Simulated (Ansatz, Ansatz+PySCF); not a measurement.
```xyz
5

N     0.0000    0.0000   -1.5294
H     1.0205    0.0000   -1.9570
H    -0.5103    0.8838   -1.9570
H    -0.5103   -0.8838   -1.9570
Cu    0.0000    0.0000    0.5716
```

RHF on singlet CuNH3(+) was run in several spherical basis sets with Ansatz (development build ahead of 0.2.0).

(1) Rank the basis sets by the total energy that they give, lowest first, with the distance from the lowest.
A. def2-SVP
B. 6-31G(d)
C. cc-pVDZ
D. def2-TZVP
E. cc-pVTZ

Answers

(1) E (0.00 eV), C (0.42 eV), D (1.10 eV), A (8.96 eV), B (10.59 eV).

Totals follow the description of the cores as much as that of the bonds, so this order isn't one of quality for chemistry.
